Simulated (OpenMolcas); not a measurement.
## V4+: effect of the ligand basis

V4+ with 6 ligands (fluoride) in octahedral coordination (Oh) at 1.89 Å. A charge of +0.333 e stands 2.8 Å behind each ligand.

```json
{
  "Program": "OpenMolcas 26.06",
  "Method": "CASSCF",
  "Spin-orbit coupling": "state interaction with AMFI integrals over the reference wave functions"
}
```

Fixed: metal basis ANO-RCC-VTZP, active space 1 electron in 5 orbitals (3d), DKH2 Hamiltonian.

States (labels of O, the rotations of Oh). Energies in cm-1 above the lowest state or level, χT in cm3 K/mol; under a threefold ground state the first gap can be a small split of the lowest multiplet, not the spin-orbit step; 10Dq is the gap between the two states.

| Run | Ligand basis | Ground state | First state of that spin | 10Dq | First gap with spin-orbit (degeneracies) | χT at 300 K | Cost |
| --- | --- | --- | --- | --- | --- | --- | --- |
| A | ANO-RCC-VDZP | 2T2 | 2E 18554 | 18554 | 335.1 (4, 2) | 0.365 | roughly 9 core-seconds |
| B | ANO-RCC-VTZP | 2T2 | 2E 18473 | 18473 | 335.0 (4, 2) | 0.366 | roughly 30 core-seconds |

Against A, |10Dq| changes by -0.4 % in B.

Costs are those of the RASSCF and RASSI steps.

An orbital triplet at a regular site is open to Jahn-Teller coupling, which can distort the site and quench the lowest spin-orbit gaps and is left out. Ligand-to-metal charge-transfer states are missing. With metal d orbitals alone and no dynamic correlation the field as a rule comes out too small, by tens of per cent, by up to half for chloride and softer ligands. The least metal-like active orbital is 83 % on the metal (Löwdin) and no ligand orbital is active, so the numbers are rough (holds for A). The least metal-like active orbital is 81 % on the metal (Löwdin) and no ligand orbital is active, so the numbers are rough (holds for B). No measured value stands beside these numbers; the geometry is a model, was not optimised and need not be the one that this ion takes.
